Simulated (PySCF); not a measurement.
## Assigning NMR signals

Geometry:
```tsv
atom	x (Å)	y (Å)	z (Å)
C1	-2.583	0.818	0.418
Si2	-2.726	-0.960	-0.225
O3	-1.282	-1.481	-0.780
Si4	0.315	-1.580	-0.793
F5	0.735	-2.627	0.346
O6	1.016	-0.186	-0.441
Si7	1.535	1.084	0.437
C8	3.346	0.779	0.904
H9	-3.553	1.222	0.692
H10	-1.945	0.871	1.296
H11	-2.150	1.473	-0.334
H12	-3.124	-1.887	0.836
H13	-3.578	-1.056	-1.412
H14	0.759	-2.039	-2.082
H15	0.695	1.218	1.631
H16	1.363	2.219	-0.472
H17	3.444	-0.068	1.578
H18	3.775	1.645	1.398
H19	3.951	0.565	0.027
```

All values are calculated (PySCF): GFN2-xTB structure, PBE0/pcSseg-1 with gauge-including orbitals. Relativity neglected, fast rotation and ring inversion assumed for equivalent nuclei, no solvent model, single conformer.

Shifts are taken against calculated references (same method and geometry level): TMS for 1H (31.72 ppm).

Q: Assign these signals to the numbered atoms. 1H NMR (400 MHz, computed): δ 5.28 (m, 2H), 5.25 (m, 2H), 4.16 (m, 1H), 0.44 (m, 6H).

A: 
```tsv
δ (ppm)	atoms	environment	reason
5.28	H13/H15	hydrogen on a silicon bonded to C, O	–
5.25	H12/H16	hydrogen on a silicon bonded to C, O	–
4.16	H14	hydrogen on a silicon bonded to F, 2 O	–
0.44	H9/H10/H11/H17/H18/H19	hydrogen on a methyl carbon bonded to Si	an electropositive neighbour shields it, as in TMS itself
```

H13/H15 and H12/H16 lie closer than the usual error of such a calculation, so a measured spectrum could show them in the other order.

No couplings were computed; multiplicities are counted from neighbouring protons, with m where these are inequivalent, close in shift, in a saturated or five-membered ring or joined by F or P, and br s for small geminal =CH2 splittings.
